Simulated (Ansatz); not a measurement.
Input file for Ansatz (a program for electronic structure): R-PBE/def2-TZVPP on H2O2Sn (SMILES [OH][Sn][OH]), a point of a torsion scan. Elements past Kr take the def2 small-core potentials; no spin–orbit coupling.

Ansatz 0.2 input:
```yaml
crystal:
  periodic: [false, false, false]
  atoms:
    - {symbol: O, position_ang: [1.20755805, -0.36332595, -0.47629293]}
    - {symbol: Sn, position_ang: [-0.26564410, 1.06902731, -0.63668413]}
    - {symbol: O, position_ang: [-1.82308454, -0.18603034, -0.27267931]}
    - {symbol: H, position_ang: [2.11636013, -0.29928798, -0.19451907]}
    - {symbol: H, position_ang: [-1.69752656, -1.11843492, -0.10439900]}
basis:
  gaussian:
    orbitals: def2-TZVPP
hamiltonian:
  xc: {name: PBE}
scf: {lower_state_search: off}
```

Problem. What total energy does the run end on?

Solution. -365.9239 hartree.
